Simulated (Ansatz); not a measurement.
C2H6Zn (SMILES [CH3][Zn][CH3]), singlet, at a GFN2-xTB geometry (such geometries of metal compounds can be far from the true shape). Base run: PBE0/6-31G* in Ansatz (a program for electronic structure).

Ansatz was given this input:
Ansatz 0.2 input:
```yaml
crystal:
  periodic: [false, false, false]
  atoms:
    - {symbol: Zn, position_ang: [-0.00000000, 0.00000000, -0.00000000]}
    - {symbol: C, position_ang: [1.58168783, 0.22714311, -1.27171747]}
    - {symbol: H, position_ang: [2.29051525, -0.59164379, -1.18304619]}
    - {symbol: H, position_ang: [2.12813446, 1.14546039, -1.07473949]}
    - {symbol: H, position_ang: [1.26208980, 0.26198332, -2.30967418]}
    - {symbol: C, position_ang: [-1.58168783, -0.22714311, 1.27171747]}
    - {symbol: H, position_ang: [-2.12813446, -1.14546039, 1.07473949]}
    - {symbol: H, position_ang: [-2.29051525, 0.59164379, 1.18304619]}
    - {symbol: H, position_ang: [-1.26208980, -0.26198332, 2.30967418]}
basis:
  gaussian:
    orbitals: 6-31G*
hamiltonian:
  xc: pbe0
```

Each row names what was changed in the base input (with any setting that the change needs).

| change | basis functions | E (Eh) |
|---|---|---|
| base | 78 | -1858.52505 |
| basis = ANO-RCC-VDZP; relativity = spin-free X2C; nucleus = Gaussian | 92 | -1875.42051 |
| basis = x2c-TZVPall; relativity = spin-free X2C | 146 | -1875.42610 |
| basis = ANO-RCC-VDZP; relativity = none | 92 | -1849.77174 |
| basis = jorge-DZP-DKH; relativity = none | 103 | -1853.82178 |
| basis = x2c-TZVPall; relativity = none | 146 | -1852.32123 |
| basis = jorge-DZP-DKH; relativity = spin-free X2C; nucleus = Gaussian | 103 | -1875.20727 |
| basis = ANO-RCC-VDZP; relativity = spin-free X2C | 92 | -1875.42939 |
| basis = jorge-DZP-DKH; relativity = spin-free X2C | 103 | -1875.21513 |
| basis = x2c-TZVPall; relativity = spin-free X2C; nucleus = Gaussian | 146 | -1875.41840 |

Totals shift with the method and basis; they matter in differences.

Ansatz warned in this series: the basis is contracted for relativity, which the run leaves out.

Basis sets contracted for a relativistic Hamiltonian are a mismatch without it, so the rows without relativity aren't non-relativistic limits. No row has spin-orbit coupling; sets with core potentials leave out the core electrons.
